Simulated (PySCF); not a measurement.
**Copper: a sound run and one with changed settings**

Sound run: Cu [Ar] 3d10 4s1, Cu+ [Ar] 3d10. All numbers are calculated (PySCF 2.14, no relativity, point nucleus, in 6-31G* (5s4p2d1f, 34 functions)). In the sound run the correlated levels freeze [Ar]. The sound run starts from symmetry-adapted Hartree-Fock orbitals and uses a fine grid where one is needed.

Changed run: scalar relativity by spin-free X2C-1e. This setting is unsound on purpose.

```json
{"species": "Cu", "method": "UHF", "sound run (hartree)": "-1638.56376", "changed run (hartree)": "-1650.03384", "converged": "yes"}
{"species": "Cu", "method": "B3LYP", "sound run (hartree)": "-1640.11109", "changed run (hartree)": "-1651.58012", "converged": "yes"}
{"species": "Cu", "method": "BP86", "sound run (hartree)": "-1640.30023", "changed run (hartree)": "-1651.76892", "converged": "yes"}
{"species": "Cu", "method": "MP2", "sound run (hartree)": "-1638.81883", "changed run (hartree)": "-1650.28937", "converged": "yes"}
{"species": "Cu", "method": "CCSD(T)", "sound run (hartree)": "-1638.79866", "changed run (hartree)": "-1650.26931", "converged": "yes"}
{"species": "Cu+", "method": "UHF", "sound run (hartree)": "-1638.35038", "changed run (hartree)": "-1649.81701", "converged": "yes"}
{"species": "Cu+", "method": "B3LYP", "sound run (hartree)": "-1639.85809", "changed run (hartree)": "-1651.32288", "converged": "yes"}
{"species": "Cu+", "method": "BP86", "sound run (hartree)": "-1640.05291", "changed run (hartree)": "-1651.51734", "converged": "yes"}
{"species": "Cu+", "method": "MP2", "sound run (hartree)": "-1638.59222", "changed run (hartree)": "-1650.05902", "converged": "yes"}
{"species": "Cu+", "method": "CCSD(T)", "sound run (hartree)": "-1638.56940", "changed run (hartree)": "-1650.03621", "converged": "yes"}
```

Ionisation energy of Cu:

```json
{"method": "UHF", "sound run (eV)": "5.806", "changed run (eV)": "5.900"}
{"method": "B3LYP", "sound run (eV)": "6.884", "changed run (eV)": "7.000"}
{"method": "BP86", "sound run (eV)": "6.730", "changed run (eV)": "6.846"}
{"method": "MP2", "sound run (eV)": "6.166", "changed run (eV)": "6.268"}
{"method": "SCS-MP2", "sound run (eV)": "6.116", "changed run (eV)": "6.218"}
{"method": "CCSD", "sound run (eV)": "6.196", "changed run (eV)": "6.299"}
{"method": "CCSD(T)", "sound run (eV)": "6.238", "changed run (eV)": "6.343"}
```

Most of the change in total energy is the relativistic energy itself. On top of that the contraction fixes the core shape for the Hamiltonian it was made with, so the changed run is not a good calculation with the other Hamiltonian either.

For comparison, NIST gives 7.726 eV between the lowest levels.
